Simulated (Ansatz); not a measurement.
System (SMILES): Cl[C]Cl (closed-shell singlet).
Atoms: Cl1, C2, Cl3. Bonds: Cl1-C2, C2-Cl3.

Basis-set convergence of the optimised Cl1-C2 bond length at B3LYP with Ansatz (a program for electronic structure). Cartesian d functions, on some or all atoms, in 6-31G**; all else is spherical. The program fits the integrals of some runs and decomposes those of others, by size. No added dispersion term, no relativity. Reference: the value in def2-QZVPPD, 1.7221 Å, itself unsure by roughly 0.0009 Å (its mean distance from pcseg-3, def2-QZVPP, cc-pV(Q+d)Z). Deviations are taken from unrounded values. Cost is core time over that of 6-31G**, rough, on shared machines of one kind. It counts the whole optimisation.

| basis | functions | optimised Cl1-C2 bond length (Å) | minus reference (Å) | cost |
|---|---|---|---|---|
| pcseg-1 | 50 | 1.7504 | 0.0283 | 0.8× |
| 6-31G** | 53 | 1.7526 | 0.0305 | 1× |
| cc-pV(D+d)Z | 60 | 1.7410 | 0.0189 | 1× |
| pcseg-2 | 98 | 1.7282 | 0.0061 | 2× |
| jun-cc-pV(T+d)Z | 135 | 1.7241 | 0.0020 | 3× |
| aug-cc-pV(T+d)Z | 156 | 1.7243 | 0.0022 | 4× |
| cc-pCVTZ | 161 | 1.7282 | 0.0060 | 3× |
| cc-pV(Q+d)Z | 183 | 1.7236 | 0.0014 | 5× |
| def2-QZVPPD | 221 | 1.7221 | 0.0000 | 8× |
